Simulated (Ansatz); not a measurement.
CH3AlMgO: structure from calculated spectroscopic constants

These gas-phase data were calculated for one isomer of CH3AlMgO at PBE0-D3(BJ)/def2-SVP (harmonic, unscaled wavenumbers; equilibrium rotational constants with average atomic masses):

* rotational constants: 159.3, 1.414, 1.414 GHz
* all wavenumbers above 1500 cm⁻¹: 3141, 3141, 3040
* dipole moment: 1.44 D (PBE0/def2-TZVPD)

Candidates:

(1) `[CH3][Al]1[O][Mg]1`, a singlet
(2) `[CH3][Mg][O][Al]`, a singlet

Question: Which candidate do the data belong to? Where the bands don't settle it, estimate the moments of inertia from typical bond lengths.

Answer: Candidate (2). The rotational constants decide: (1) would give 21.73, 2.287, 2.096 GHz.

The same quantities for all candidates:

```
     rotational constants (GHz)  wavenumbers above 1500 cm⁻¹  dipole (D)  E above the lowest, PBE0-D3(BJ)/def2-SVP (kcal/mol)
(1)         21.73, 2.287, 2.096             3161, 3159, 3046        0.98                                                 28.2
(2)         159.3, 1.414, 1.414             3141, 3141, 3040        1.44                                                  0.0
```

Harmonic stretches to hydrogen usually lie a few per cent above observed fundamentals. Programs: Ansatz 0.2.0.
